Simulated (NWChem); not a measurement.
# silylphosphine (SiPH5); SMILES [SiH3]P

```xyz
7

Si    -0.0001     1.0728    -0.0226
P      0.0000    -1.1937    -0.0996
H     -1.2179     1.5603    -0.7375
H      1.2134     1.5607    -0.7446
H      0.0039     1.6306     1.3646
H     -1.0386    -1.3208     0.8741
H      1.0447    -1.3204     0.8677
```
Atoms are numbered in this order, from 1.

Computed with NWChem. The geometry was optimised at PBE0/def2-SVP. Level: PBE0/def2-SVP with SMD (1 M gas to 1 M solution), gas-phase geometry. Reactions with the solvent are ignored.

**Question.** Order these by “solvation free energy (kcal/mol)”, lowest first: tetrahydrofuran; 1,4-dioxane; 2-propanol; water.

**Answer.** 2-propanol (-1.0), tetrahydrofuran (-0.5), 1,4-dioxane (0.3), water (1.5)
